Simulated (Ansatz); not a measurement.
AlH$_{5}$OSn (`[OH][SnH2][AlH2]`) from Hartree–Fock to CCSD(T)

```xyz
8

O     0.5937    1.3757   -1.5605
Sn   -0.7483    0.3610   -0.5069
Al    0.5258   -1.2631    1.1910
H     1.2102    1.8598   -1.0072
H    -1.7700    1.5263    0.2420
H    -1.6403   -0.3914   -1.7551
H     1.9997   -0.8924    1.6487
H    -0.1707   -2.5759    1.7480
```

Charge 0, multiplicity 1. Correlated methods include outer-core shells of Sn, which these sets cover unevenly. Sn takes the def2 core potential. All single points use the PBE0-D4/def2-TZVP geometry. It is one conformer, not always the lowest. Frozen core, restricted reference, Ansatz.

```json
{"basis": "def2-SVP", "HF (Eh)": "-532.87596", "MP2 corr.": "-0.37070"}
{"basis": "def2-TZVPP", "HF (Eh)": "-533.07402", "MP2 corr.": "-0.65859"}
{"basis": "def2-QZVPP", "HF (Eh)": "-533.08714", "MP2 corr.": "-0.89810"}
```

Estimate the CCSD correlation energy and the (T) correction in each basis where they were run (hartree).


```tsv
basis	CCSD corr.	(T)
def2-SVP	-0.41081	-0.00951
def2-TZVPP	-0.68280	-0.02073
```
